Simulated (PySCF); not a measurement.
(E)-1-bromo-2-chloroprop-1-ene (C3H4BrCl), SMILES Cl/C(C)=C/Br.

Geometry: r2SCAN-D4/def2-SVP.

Level of theory: PySCF with PBE0/def2-TZVP.

Gas-phase values at a fixed geometry.

```
Quantity                                                                                                         Value
---------------------------------------------------------------------------------------------  -----------------------
total energy                                                                                       -3150.52732 hartree
point group                                                                                                         Cs
highest occupied level                                                                                        -7.07 eV
lowest empty level                                                                                            -0.50 eV
orbital gap                                                                                                    6.58 eV
dipole moment                                                                                                   0.80 D
quadrupole, principal values (traceless, Buckingham form, about the centre of nuclear charge)   -3.77, -1.87, 5.64 D·Å
mean static polarisability                                                                       70.0 bohr³ (10.37 Å³)
polarisability, principal values                                                               45.6, 63.4, 100.8 bohr³
```
